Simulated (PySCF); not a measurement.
## Radial density of Tm⁺ (thulium, charge +1)

revPBE, [Xe] 4f12 6s1 6p1, one real determinant (an excited configuration). All numbers are calculated (PySCF 2.14, the spin-free X2C one-electron Hamiltonian (Gaussian nucleus), in ANO-RCC-VTZP (8s7p5d3f2g1h, 104 functions)).

```tsv
r (bohr)	4πr²ρ (e/bohr)	4πr²(ρα − ρβ)
0.0196	86.70	0.0033
0.0329	87.29	0.0083
0.0553	122.8	0.0155
0.0931	100.8	0.0194
0.157	109.8	0.2536
0.263	66.90	1.2737
0.443	62.13	2.8270
0.745	30.77	2.0733
1.25	11.68	0.6105
2.11	2.338	0.2981
3.55	0.6805	0.6398
5.96	0.1350	0.1349
10.0	0.006653	0.0066
16.9	0.0001024	0.0001
```

Densities and radii are taken from the X2C orbitals without a picture-change correction, which distorts them close to the nucleus.

⟨L²⟩ = 26.04 against 42 for a pure I term, so this real determinant mixes terms. Spin-orbit coupling, absent here, splits the open shell strongly.
